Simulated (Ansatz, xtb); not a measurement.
Relative energy of two structures of Al2H5NO

We compare I, a singlet given by its coordinates, with II, `[NH2][AlH][O][AlH2]`, a singlet. Both are isolated molecules in the gas phase, relaxed with r2SCAN-D4/def2-SVP; the shapes shown needn't be the lowest conformers.

I (Å):

```yaml
atoms:
  - { symbol: Al, position_ang: [0.2542, -1.3941, 1.0662] }
  - { symbol: Al, position_ang: [0.1001, 0.7983, -0.5279] }
  - { symbol: N, position_ang: [1.2788, -0.6044, -0.1008] }
  - { symbol: O, position_ang: [-1.0127, -0.1501, 0.8087] }
  - { symbol: H, position_ang: [0.0732, -2.5849, 2.0776] }
  - { symbol: H, position_ang: [-1.8923, 0.0466, 1.1426] }
  - { symbol: H, position_ang: [2.2043, -0.7911, -0.4662] }
  - { symbol: H, position_ang: [0.4110, 2.2465, 0.0780] }
  - { symbol: H, position_ang: [-0.6848, 0.7171, -1.9202] }
```

Close contacts (Å): Al1–Al2 2.72, Al1–N3 1.74, Al1–O4 1.79, Al2–N3 1.88, Al2–O4 1.98, Al1–H5 1.57, Al2–H8 1.60, Al2–H9 1.60, N3–H7 1.01, O4–H6 0.96.

II (Å):

```
atom    x (Å)    y (Å)    z (Å)
  Al   1.3350   0.4954   0.0203
  Al   0.4391  -2.7301   0.6157
   N   0.1748   1.6966  -0.5647
   O   0.8302  -1.1082   0.3027
   H  -0.8081   1.5379  -0.7635
   H   0.4074   2.6669  -0.7533
   H  -0.0611  -3.1260   2.0680
   H   2.8327   0.9262   0.2757
   H   0.5782  -3.7871  -0.5589
```

Energies in hartree; the thermal terms are from r2SCAN-D4/def2-SVP harmonic frequencies (ideal gas, rigid rotor, one conformer each, 600 K, 1 atm) and include the zero-point energy:

|  | I | II |
| --- | --- | --- |
| E, CCSD(T)/def2-SVP | −616.466800 | −616.479145 |
| E, MP2/def2-SVP | −616.419374 | −616.431989 |
| E, MP2/def2-TZVPP | −616.881073 | −616.897033 |
| zero-point energy | 0.051039 | 0.050577 |
| H(600 K) − E | 0.073839 | 0.074288 |
| G(600 K) − E | −0.021104 | −0.027660 |

Question: Correct the CCSD(T) difference for the basis set by the MP2 change, then work out ΔE, ΔE₀, ΔH and ΔG for I → II in kJ/mol (1 Eh = 2625.50 kJ/mol) and the equilibrium ratio [II]/[I].

Answer: 1. Differences II − I: CCSD(T) −0.012345, MP2 in the small set −0.012615, MP2 in the large set −0.015960 Eh.
2. ΔE = −0.012345 + (−0.015960 − (−0.012615)) = −0.015690 Eh = −41.19 kJ/mol.
3. ΔE₀ = ΔE + ΔZPE = −0.015690 + (−0.000462) Eh = −42.41 kJ/mol.
4. ΔH = ΔE + (+0.000449) Eh = −40.02 kJ/mol.
5. ΔG = ΔE + (−0.006556) Eh = −58.41 kJ/mol, so ΔS = (ΔH − ΔG)/T = +30.7 J/(mol K).
6. kT = 1.9001 mEh, so K = [II]/[I] = exp(−ΔG/kT) = exp(+11.71) ≈ 1.2 × 10^5.

Structure II is favoured at this temperature. An error of 4 kJ/mol in ΔG would change K by a factor of 2.2. HF/STO-3G gave ΔE the other sign. Mirror images and further conformers aren't counted.

Other levels gave ΔE = −87.3 (GFN2-xTB); +14.6 (HF/STO-3G, GFN2-xTB geometries); −38.8 (r2SCAN-D4/def2-SVP//GFN2-xTB); −28.2 (r2SCAN-D4/def2-SVP); −52.9 (HF/def2-SVP); −33.1 (MP2/def2-SVP); −32.4 (CCSD(T)/def2-SVP) kJ/mol. The correlated steps freeze 12 core orbitals. Programs: Ansatz 0.2.0, xtb 6.7.1.
